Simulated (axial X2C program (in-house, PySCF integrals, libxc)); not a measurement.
Testing model relations on NiP

A bond curve at the PBE0 level, 2c, was computed with an in-house all-electron X2C program for linear molecules (integrals from PySCF) (basis Ni dyall-cv3z [9s9p6d3f2g], P dyall-v3z [8s7p2d1f] (cores contracted in-house)) for the state Ω = 7/2 (⟨Sz⟩ = 1.50, ⟨Lz⟩ = 2.00 at PBE0). Its fit gives Re = 2.0926 Å, ωe = 409.5 cm⁻¹, ωexe = 1.86 cm⁻¹ and αe = 1.210e-03 cm⁻¹; the masses are 57.9353 and 30.9738 u. Two-component means X2C with spin–orbit coupling and atomic mean-field Coulomb and Gaunt terms.

(1) Find the reduced mass, Be and the force constant.

(2) A Morse curve ties αe to the other constants (Pekeris). How well does that hold?

(3) The dipole moment p changes by 0.34 D/Å at Re. What harmonic infrared intensity follows?

(4) Estimate the centrifugal constant by the Kratzer relation.

(5) Where do the fundamental and the first overtone lie?

One determinant describes the state; a PBE0 search over occupations chose it and may have missed a lower one. Density functionals use the spin component along the axis (collinear). Other states lie close and PBE0, whose exact exchange favours high spin, may order them wrongly; the determinant shown need not be the ground state. The nearest other spin-free determinant of the search, M_S = 3/2, Λ = 0, lies 0.06 eV up at the distance of the search. The functionals have no current-density term, which raises determinants with orbital currents, atoms included. With several unpaired electrons one determinant need not be a pure state. A state of lower Ω lies just above, and one determinant can place such states too high, so the state shown need not be the lowest. The search has Ω = 3/2 only 0.11 eV up.

Results:

(1) From the PBE0 values: μ = 20.1833 u. Be = 16.8576/(μ Re²) = 0.1907 cm⁻¹. k = 5.8918×10⁻⁷ μ ωe² = 1.99 mdyn/Å.

(2) αe(Morse) = 6Be²/ωe × (√(ωexe/Be) − 1) = 1.132e-03 cm⁻¹; the PBE0 curve gives 1.210e-03 cm⁻¹, a ratio of 0.94.

(3) I = 42.256 × (dp/dR)²/μ = 0.24 km/mol.

(4) D = 4Be³/ωe² = 1.66e-07 cm⁻¹.

(5) ν(1←0) = ωe − 2ωexe = 405.8 cm⁻¹; ν(2←0) = 2ωe − 6ωexe = 807.8 cm⁻¹.
